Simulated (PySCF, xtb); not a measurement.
Sn(H)2(vinyl)(OMe) (C₃H₈OSn), SMILES C=[CH][SnH2][O]C. Other conformers were not sampled.

Harmonic wavenumbers (cm⁻¹) from GFN2-xTB (xtb) at its own minimum, in rising order: 35, 72, 91, 111, 211, 268, 313, 392, 441, 493, 503, 548, 689, 901, 986, 1011, 1070, 1148, 1150, 1196, 1397, 1426, 1451, 1491, 1498, 1602, 1656, 2927, 2943, 2973, 3033, 3061, 3106.

Problem. What does PBE0-D3(BJ)/def2-SVP run with PySCF give at its own minimum? (An estimate is asked for; the answer gives what the named calculation found.)

Solution. 41, 62, 102, 130, 215, 234, 407, 486, 524, 552, 566, 648, 707, 990, 995, 1034, 1159, 1177, 1198, 1253, 1414, 1469, 1472, 1480, 1678, 1911, 1916, 2964, 3024, 3088, 3134, 3183, 3228. Paired by order, the mean absolute difference is 71 cm⁻¹ and the zero-point energies are 57.5 and 60.7 kcal/mol.
